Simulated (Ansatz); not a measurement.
BFGeH6OSi can be A, `[BH2][GeH2][O][SiH2]F`, or B, `O[B](F)[GeH2][SiH3]`.

Gas-phase electronic energies from Ansatz, PBE0-D4/def2-TZVP geometries. CCSD(T)/CBS is the MP2 limit (def2-TZVPP, def2-QZVPP) plus CCSD(T) − MP2 in def2-TZVPP, frozen cores. DFT in def2-TZVPP. B3LYP here is the variant with VWN-RPA as its local correlation; programs differ in this. For Ge outer-core shells are correlated without core-valence functions, which leaves a few kJ/mol of doubt a bond. Scalar relativity is left out up to krypton. One conformer a species, not always the lowest.

(1) Which isomer does CCSD(T)/CBS put lower? Give the gap. (An estimate is asked.)

(2) Give E(B) − E(A) in kJ/mol with B3LYP-D4, HF/def2-TZVPP, CCSD(T)/def2-TZVPP, PBE-D4, r2SCAN-D4, PBE0-D4, B3LYP. (An estimate is asked.)

Largest T1 diagnostic: 0.013.

Results:

(1) Computed: B, by 37.8 kJ/mol.

(2) The calculation gave: B3LYP-D4 -45.9, HF/def2-TZVPP 3.5, CCSD(T)/def2-TZVPP -40.7, PBE-D4 -82.6, r2SCAN-D4 -56.8, PBE0-D4 -69.4, B3LYP -45.5. The order is the other way round with HF/def2-TZVPP.

In def2-TZVPP, CCSD(T) changes the Hartree–Fock value by −44.3 kJ/mol (the triples alone add −7.0 kJ/mol) and MP2 by −37.2 kJ/mol. From PBE to PBE0 (25 % exact exchange), in def2-TZVPP and without D4, E(B) − E(A) moves by +13.2 kJ/mol.
